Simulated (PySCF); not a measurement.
Computed shifts of a molecule C3H4ClF, PBE/pcSseg-1 in PySCF, GIAO, gas phase, atoms alike by connectivity averaged where their shifts nearly agree, in ppm (number of nuclei): ¹⁹F: -246.9 (1). ¹³C: 80.2 (1), 40.2 (1), 22.1 (1). ¹H: 4.56 (1), 3.27 (1), 1.62 (1), 1.12 (1). References: ¹⁹F against CFCl3 (σ = 133.6 ppm); ¹³C against TMS (σ = 182.0 ppm); ³⁵Cl against HCl (σ = 936.5 ppm); ¹H against TMS (σ = 31.49 ppm), references at their B3LYP-D3(BJ)/def2-TZVP geometries, non-relativistic (without spin–orbit terms, shifts of atoms bonded to Cl or Br come out too high). Coordinates come from a PBE0-D3(BJ)/def2-SVP optimisation. One conformer was computed; it need not be the lowest.

### Question
Identify the compound among the candidates.
A) F[C@@H]1C[C@H]1Cl
B) C/C(Cl)=C\F
C) C/C(F)=C\Cl
D) C/C=C(\F)Cl

### Answer
A, F[C@@H]1C[C@H]1Cl
